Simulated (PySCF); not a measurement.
AlH2I. Atoms are numbered in the order given.

```xyz
4

Al     0.0000     0.0000     1.9173
H      0.0000     1.4056     2.6546
H      0.0000    -1.4056     2.6546
I      0.0000     0.0000    -0.5705
```
Charge 0, spin multiplicity 1.

The structure is a stationary point at PBE-D3(BJ)/def2-TZVP. The def2 effective core potentials stand for the cores of I; spin–orbit coupling is left out.

The numbers are results of HF/def2-TZVPD in PySCF, not measurements.

Gas-phase values at a fixed geometry.

- total energy = -539.80107 hartree
- point group = C2v
- highest occupied level = -10.15 eV
- lowest empty level = 0.66 eV
- orbital gap = 10.81 eV
- dipole moment = 1.35 D
- quadrupole, principal values (traceless, Buckingham form, about the centre of nuclear charge) = -5.47, 1.35, 4.12 D·Å
- mean static polarisability = 61.6 bohr³ (9.13 Å³)
- polarisability, principal values = 51.9, 57.1, 75.7 bohr³
